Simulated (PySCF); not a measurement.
BF2H3SSi.
Z-matrix (Å and degrees, PBE0-D3(BJ)/def2-SVP geometry), rows numbered from 1:
```
F 
B   1  1.3163
F   2  1.3204  1  116.57
Si  2  2.0300  1  123.56  3  -179.99
S   4  2.1526  2  107.11  1  -144.64
H   4  1.4975  2  109.58  1    92.30
H   4  1.4905  2  112.09  1   -28.15
H   5  1.3519  4   93.60  2   -42.47
```

Level: PBE0/pcSseg-1 in PySCF, non-relativistic, on one gas-phase PBE0-D3(BJ)/def2-SVP geometry that isn't relaxed in the solvent. The solvent is an IEF-PCM continuum (Bondi radii, 1.10 Å for H, scaled by 1.2). The model holds no explicit solvent molecules, cavitation or dispersion.

```
run  E − E(gas) (kJ/mol)  HOMO (eV)  HOMO–LUMO gap (eV)  dipole (D)
gas                 0.00      -7.60                6.30        0.98
  P               -14.34      -7.50                6.47        1.36
  Q               -13.66      -7.50                6.46        1.34
```

Q: The runs were made in acetone and dimethylsulfoxide. Which run belongs to which solvent?

A: P = dimethylsulfoxide, Q = acetone. The dielectric constants are 20.49 (acetone), 46.83 (dimethylsulfoxide), and the energy falls further as ε rises. In this model the ground state sees the solvent through ε alone.

Q: How constant is the ratio of the lowering to (ε − 1)/(2ε + 1)?

A: 
```json
{"solvent": "acetone", "(ε − 1)/(2ε + 1)": "0.464", "E − E(gas) (kJ/mol)": "-13.66", "ratio (kJ/mol)": "-29.4", "polarisation term (kJ/mol)": "-15.32"}
{"solvent": "dimethylsulfoxide", "(ε − 1)/(2ε + 1)": "0.484", "E − E(gas) (kJ/mol)": "-14.34", "ratio (kJ/mol)": "-29.6", "polarisation term (kJ/mol)": "-16.18"}
```

The ratio changes by +0.6 % in size from acetone to dimethylsulfoxide. The polarisation term is half the interaction of the solute with the induced surface charges.
